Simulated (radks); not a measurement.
Question: Valence configurations of Nd I (all share [Xe]). All-electron calculation, Dirac Kohn-Sham, PBE, spin-unpolarised, spherical densities, point nucleus; open shells fill j = l - 1/2 first. Program: a radial shooting solver on a logarithmic mesh with Libxc functionals. Order these by energy: 4f4 6s1 6p1; 4f4 5d0.5 6s1.5; 4f3 5d1.5 6s1.5; 4f6; 4f5.5 5d0.5; 4f2 6s2 6p2; 4f4 6s2.

Answer: From the lowest, in eV above it: 4f4 6s2 0.000; 4f4 5d0.5 6s1.5 0.784; 4f4 6s1 6p1 2.193; 4f3 5d1.5 6s1.5 2.271; 4f5.5 5d0.5 5.894; 4f6 7.107; 4f2 6s2 6p2 16.036. NIST lists [Xe] 4f4 6s2 as the ground configuration; this level of theory agrees among the configurations tried. The energies are those of spherical spin-averaged densities, not of single terms. No valid solution was reached for [Xe] 4f5 6s1; [Xe] 4f4.5 6s1.5; [Xe] 4f4.5 5d0.5 6s1.
